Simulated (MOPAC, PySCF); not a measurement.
C$_{9}$H$_{6}$BNS, SMILES `c12c(c(ccc1scc2)C#N)B`, neutral singlet in the gas phase. 

Cartesian coordinates (Å):
SMILES: Bc1c(C#N)ccc2sccc12
```xyz
18

B     -0.2734     2.3514     0.1051
C     -0.3769     0.8117     0.0324
C     -1.6385     0.1572    -0.0173
C     -2.8600     0.9078     0.0007
N     -3.8870     1.4591     0.0121
C     -1.7586    -1.2497    -0.0862
C     -0.6246    -2.0541    -0.1073
C      0.6324    -1.4442    -0.0587
S      2.1725    -2.2527    -0.0725
C      3.0033    -0.7316     0.0126
C      2.1639     0.3465     0.0501
C      0.7780    -0.0265     0.0106
H      0.8037     2.8929     0.1421
H     -1.2725     3.0223     0.1246
H     -2.7525    -1.7011    -0.1228
H     -0.7198    -3.1420    -0.1607
H      4.0940    -0.7234     0.0306
H      2.5158     1.3764     0.1046
```
Charge 0, multiplicity 1.

All levels are single points at this geometry (r2SCAN-D4/def2-SVP); Pople sets use spherical d functions. Orbital energies aren't observables, and empty levels follow the basis.

```tsv
level	HOMO (eV)	LUMO (eV)	gap (eV)	dipole (D)	vertical IE, Delta-SCF (eV)
r2SCAN-D4/def2-TZVP in PySCF	-6.39	-3.48	2.91	5.69	8.62
B3LYP/3-21G in PySCF	-6.79	-2.71	4.08	4.88	–
B3LYP/6-31G* in PySCF	-6.67	-2.65	4.03	5.34	8.48
B3LYP/LANL2DZ in PySCF	-6.92	-2.90	4.02	5.27	–
PM3 in MOPAC	-9.31	-1.62	7.69	3.74	–
PM6 in MOPAC	-9.08	-1.55	7.53	4.19	–
```
